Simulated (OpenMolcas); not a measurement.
**PbTe (SMILES [Te][Pb]): the vertical ionisation energy from total energies**

PbTe has 2 atoms, charge 0, and is taken as a singlet. As SMILES, `[Te][Pb]`. The shape is that of a PBE0-D4/def2-TZVP optimisation.

```xyz
2

Te    0.0000    0.0000   -0.0090
Pb    0.0000    0.0000    2.5809
```

Both states at this one shape; open shells run unrestricted unless said. 1 Eh = 27.2114 eV.

| level | program | singlet PbTe (Eh) | doublet PbTe+ (Eh) | HOMO of the first (eV) |
| --- | --- | --- | --- | --- |
| PBE/def2-TZVPP (core potential) | OpenMolcas | -460.990761 | -460.684743 | -5.59 |
| M06-L/def2-TZVPP (core potential) | OpenMolcas | -461.248829 | -460.948170 | -5.52 |
| TPSS/def2-TZVPP (core potential) | OpenMolcas | -460.806170 | -460.501357 | -5.62 |
| B3LYP/def2-TZVPP (core potential) | OpenMolcas | -461.120745 | -460.814508 | -6.24 |

Task: Work out the vertical ionisation energy at each level.

Result: 
1. PBE/def2-TZVPP (core potential): -460.684743 − (-460.990761) = 0.306018 Eh = 8.33 eV; −ε(HOMO) = 5.59 eV.
2. M06-L/def2-TZVPP (core potential): -460.948170 − (-461.248829) = 0.300659 Eh = 8.18 eV; −ε(HOMO) = 5.52 eV.
3. TPSS/def2-TZVPP (core potential): -460.501357 − (-460.806170) = 0.304813 Eh = 8.29 eV; −ε(HOMO) = 5.62 eV.
4. B3LYP/def2-TZVPP (core potential): -460.814508 − (-461.120745) = 0.306237 Eh = 8.33 eV; −ε(HOMO) = 6.24 eV.

No measured value is set beside it here; the levels span 8.18 to 8.33 eV. In semi-local functionals −ε(HOMO) lies far under the ionisation energy, a result of self-interaction, while the difference of totals does much better. Spin-orbit coupling, which splits open shells on such heavy atoms by tenths of an eV, is left out.
